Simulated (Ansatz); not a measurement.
Species: [Hf(H)4] (charge 0, multiplicity 1).

**Question.** Give a relaxed geometry from Ansatz (a program for electronic structure) with r2SCAN-D4/def2-SVP.

**Answer.** the end point of this relaxation.
Z-matrix (Å, degrees):
```
Hf
H 1 1.8469
H 1 1.8469 2 109.47
H 1 1.8469 2 109.47 3 -120.00
H 1 1.8469 2 109.47 3 120.00
```
